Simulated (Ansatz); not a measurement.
Reaction (redistribution): `ClB[TeH]` + `O=CB(F)F` → `O=CB[TeH]` + `FB(F)Cl`

Calculated with Ansatz (gas phase, PBE0-D4/def2-TZVP geometries, no zero-point term in ΔE). CCSD(T)/CBS is the MP2 limit (def2-TZVPP, def2-QZVPP) plus CCSD(T) − MP2 in def2-TZVPP, frozen cores. DFT in def2-TZVPP. B3LYP here is the variant with VWN-RPA as its local correlation; programs differ in this. HSE06 is defined as in plane-wave codes. Elements past krypton have def2 core potentials. For Te outer-core shells are correlated without core-valence functions, which leaves a few kJ/mol of doubt a bond. One conformer a species, not always the lowest.

```tsv
level	ΔE (kcal/mol)	difference from CCSD(T)/CBS
LDA (SPW92)	-3.7	-1.8
PBE-D4	-3.1	-1.2
revPBE-D4	-3.2	-1.3
BLYP-D4	-2.8	-0.9
B97M-V	-4.0	-2.1
PBE0-D4	-2.8	-0.9
r2SCANh-D4	-3.4	-1.5
r2SCAN0-D4	-3.1	-1.2
HSE06-D4	-2.8	-0.9
BHLYP-D4	-2.2	-0.3
CAM-B3LYP-D4	-2.1	-0.2
ωB97X-V	-1.8	0.1
ωB97M-V	-1.9	0.0
B2PLYP	-2.1	-0.2
PBE-QIDH	-2.3	-0.4
PBE	-2.9	-1.0
revPBE	-2.7	-0.8
BLYP	-2.5	-0.6
r2SCAN	-3.6	-1.7
PBE0	-2.6	-0.7
B3LYP	-2.3	-0.4
r2SCANh	-3.3	-1.4
r2SCAN0	-3.1	-1.2
HSE06	-2.6	-0.7
BHLYP	-2.1	-0.2
CAM-B3LYP	-2.0	-0.1
LC-ωPBE	-1.8	0.1
RPA@PBE/def2-TZVPP	-0.7	1.2
HF/def2-SVP	-1.2	0.7
MP2/def2-SVP	-1.1	0.8
CCSD/def2-SVP	-1.0	0.9
CCSD(T)/def2-SVP	-1.1	0.8
HF/def2-TZVPP	-1.6	0.3
MP2/def2-TZVPP	-1.8	0.1
SCS-MP2/def2-TZVPP	-1.3	0.6
CCSD/def2-TZVPP	-1.7	0.2
MP2/def2-QZVPP	-1.8	0.1
SCS-MP2/def2-QZVPP	-1.4	0.5
MP2/CBS(def2)	-1.8	0.1
CCSD/CBS(def2)	-1.7	0.2
CCSD(T)/CBS	-1.9	0
```

Largest T1 diagnostic among the species: 0.017.

Leaving LDA and LC-ωPBE aside and taking each functional with its dispersion term where it has one, the values spread over 2.2 kcal/mol, from B97M-V to ωB97X-V. LDA lies −0.7 kcal/mol from PBE without D4. At CCSD(T), def2-SVP lies +0.8 kcal/mol from the extrapolated value and def2-TZVPP +0.0 kcal/mol.
